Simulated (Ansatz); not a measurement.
One change: `F[SiH2]C(F)S` becomes `CBC(F)S`.

Ansatz, PBE0-D4/def2-TZVP geometries, multiplicity 1. Each molecule was computed in one conformer, which needn't be the lowest.

```
                                        property  `F[SiH2]C(F)S`
           LUMO energy (ωB97M-V/def2-TZVPP) / eV            1.49
               HOMO energy (PBE/def2-TZVPP) / eV           -6.48
             HOMO energy (B3LYP/def2-TZVPP) / eV           -7.48
             LUMO energy (B3LYP/def2-TZVPP) / eV           -0.54
              HOMO energy (PBE0/def2-TZVPP) / eV           -7.72
size of the dipole moment (B3LYP/def2-TZVPP) / D            0.63
```

(1) What does the change do to each property? (Best estimate.)

Results:

(1) The calculation gave: 
```csv
property,`CBC(F)S`,shift
LUMO energy (ωB97M-V/def2-TZVPP) / eV,1.45,-0.04
HOMO energy (PBE/def2-TZVPP) / eV,-6.67,-0.19
HOMO energy (B3LYP/def2-TZVPP) / eV,-7.72,-0.24
LUMO energy (B3LYP/def2-TZVPP) / eV,-0.66,-0.12
HOMO energy (PBE0/def2-TZVPP) / eV,-7.94,-0.22
size of the dipole moment (B3LYP/def2-TZVPP) / D,1.90,1.27
```

With PBE0 the HOMO falls by 0.22 eV and the LUMO falls by 0.08 eV, so the gap widens by about 0.14 eV. PBE moves the HOMO by -0.19 eV and ωB97M-V by -0.19 eV. Dipoles are sizes alone; their direction can turn.

B3LYP here is the variant with VWN-RPA as its local correlation; programs differ in this.
